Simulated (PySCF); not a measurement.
# Ge²⁺: excitation energy

Ge²⁺ [Ar] 3d10 4s2 (1S) → Ge²⁺ [Ar] 3d10 4s1 4d1 (3D), as a difference of total energies. All numbers are calculated (PySCF 2.14, the non-relativistic Hamiltonian (point nucleus), in dyall-av2z (16s12p8d, 92 functions)). Correlated levels: valence: [Ar] 3d10 frozen; virtual orbitals above 40 to 60 times the deepest correlated orbital energy dropped. The calculations carry no spin-orbit coupling.

```
           method  excitation energy (cm⁻¹)
              UHF                    147120
    MP2 (valence)                    152860
SCS-MP2 (valence)                    154280
   CCSD (valence)                    155300
```

A first-order spin-orbit estimate (lowest level to lowest level, LS coupling) adds -0.009 eV.

The promoted electron is Rydberg-like, and one or two diffuse shells describe it only roughly, which tends to raise the upper state.

With two correlated electrons CCSD is exact in that space.
